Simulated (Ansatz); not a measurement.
[MoO3Br]- (MoBrO3⁻). Total charge -1; triplet. Geometry r2SCAN-D4/def2-SVPD, that of the charge -1 singlet.

Cartesian coordinates in Å:
```
Mo -0.154 0.006 0.048
O -0.217 -0.099 1.769
O -0.855 1.496 -0.468
O -1.022 -1.314 -0.646
Br 2.247 -0.088 -0.703
```

In the def2 sets Mo takes a core potential; there is no spin–orbit coupling. At PBE-D4/def2-TZVPD, r2SCAN-D4/def2-TZVPD, PBE0-D4/def2-TZVPD the highest occupied level of the charge -1 triplet lies above zero (up to 2.03 eV). By energy differences its removal costs 0.99 eV (vertical, to the charge 0 doublet, at PBE-D4/def2-TZVPD), and other spins of that charge weren't run; a positive level beside a positive removal energy at the same level points to self-interaction error. At PBE-D4/def2-TZVPD the gap within one spin of the charge -1 triplet nearly closes, so an electron or hole may be smeared out by delocalisation error. At PBE0-D4/def2-TZVPD a singlet of charge -1 lies 4.10 eV below the triplet at the same geometry.

Task: Estimate the α-spin orbital energies around the gap (eV) in Ansatz with PBE-D4/def2-TZVPD, r2SCAN-D4/def2-TZVPD, PBE0-D4/def2-TZVPD.

Result: 
| orbital | PBE-D4/def2-TZVPD | r2SCAN-D4/def2-TZVPD | PBE0-D4/def2-TZVPD |
| --- | --- | --- | --- |
| HOMO−5 | -3.43 | -3.78 | -4.93 |
| HOMO−4 | -3.34 | -3.67 | -4.57 |
| HOMO−3 | -3.28 | -3.60 | -4.23 |
| HOMO−2 | -2.69 | -3.01 | -4.10 |
| HOMO−1 | -2.66 | -2.99 | -3.82 |
| HOMO | 2.03 | 1.74 | 0.40 |
| LUMO | 2.09 | 2.18 | 3.01 |
| LUMO+1 | 2.48 | 2.75 | 3.13 |
| LUMO+2 | 3.04 | 3.48 | 3.70 |
| LUMO+3 | 3.42 | 3.94 | 3.94 |
| LUMO+4 | 3.73 | 4.29 | 4.14 |
| LUMO+5 | 3.77 | 4.33 | 4.22 |
| β HOMO | -2.41 | -2.61 | -3.66 |
| β LUMO | -2.23 | -2.08 | -1.18 |
